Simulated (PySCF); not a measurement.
# [TaO2Cl2]− at several levels of theory

Computed with PySCF 2.14.0 (density fitting, no spin-orbit coupling) at the geometry relaxed with BP86:

```xyz
5
[TaO2Cl2]− (singlet)
Ta    0.0000    0.0000    0.1611
O     1.0043    1.0043    1.2226
O    -1.0043   -1.0043    1.2226
Cl    1.4215   -1.4215   -1.1640
Cl   -1.4215    1.4215   -1.1640
```

```json
{"level": "BP86", "basis": "Ta def2-SVP with ECP60, O def2-SVP, Cl def2-SVP", "state": "singlet", "HOMO (eV)": "-1.58", "gap (eV)": "4.19", "charge on Ta1 (e)": "0.55", "dipole about the centre of mass (D)": "2.06", "largest force component (eV/Å)": "0.02"}
{"level": "BLYP", "basis": "the same", "state": "singlet", "HOMO (eV)": "-1.28", "gap (eV)": "4.17", "charge on Ta1 (e)": "0.52", "dipole about the centre of mass (D)": "2.15", "largest force component (eV/Å)": "0.25"}
{"level": "HF", "basis": "the same", "state": "singlet", "HOMO (eV)": "-7.05", "gap (eV)": "13.35", "charge on Ta1 (e)": "1.30", "dipole about the centre of mass (D)": "3.08", "largest force component (eV/Å)": "3.46"}
{"level": "PBE", "basis": "the same", "state": "singlet", "HOMO (eV)": "-1.47", "gap (eV)": "4.19", "charge on Ta1 (e)": "0.54", "dipole about the centre of mass (D)": "2.05", "largest force component (eV/Å)": "0.07"}
{"level": "TPSSh", "basis": "the same", "state": "singlet", "HOMO (eV)": "-2.23", "gap (eV)": "5.27", "charge on Ta1 (e)": "0.77", "dipole about the centre of mass (D)": "2.13", "largest force component (eV/Å)": "0.57"}
{"level": "BP86", "basis": "Ta x2c-SVPall, O x2c-SVPall, Cl x2c-SVPall", "state": "singlet", "HOMO (eV)": "-1.76", "gap (eV)": "3.98", "charge on Ta1 (e)": "0.39", "dipole about the centre of mass (D)": "2.10", "largest force component (eV/Å)": "0.79"}
```

Charges are Mulliken's, which hang on the basis. The relaxation used the grid (50, 194), these runs (75, 302) or, all-electron (x2c bases, spin-free X2C Hamiltonian), (99, 590).

What does BP86 with Ta def2-TZVP with ECP60, O def2-TZVP, Cl def2-TZVP give here?

state singlet, HOMO (eV) -1.84, gap (eV) 4.03, charge on Ta1 (e) 1.11, dipole about the centre of mass (D) 1.99, largest force component (eV/Å) 0.08. Time: 19 s on 2 threads of Arm Neoverse N1 (shared host), from free ions and atoms.

In the first row's basis the gap widens with exact exchange: 4.2 eV for BLYP, BP86, PBE (none); 5.3 eV for TPSSh (a fixed share); 13.4 eV for Hartree–Fock (rising or full at long range).
